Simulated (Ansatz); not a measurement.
Q: Predict a relaxed structure of the cluster Be₃O₃ (the lowest singlet isomer of a short search), charge 0, singlet, at r2SCAN-D4/def2-SVP (Ansatz).

A: 
Cartesian coordinates in Å:
```
Be 0.0944 1.1334 -0.6082
Be -0.7887 -0.1246 1.0127
Be 0.6945 -1.0087 -0.4044
O -0.1173 -1.4091 0.7562
O 0.9806 0.1549 -1.2592
O -0.8635 1.2541 0.5029
```
Point group D3h (tolerance 0.1 Å). This is one stationary point.

The structure comes from a short search, and lower isomers may exist.
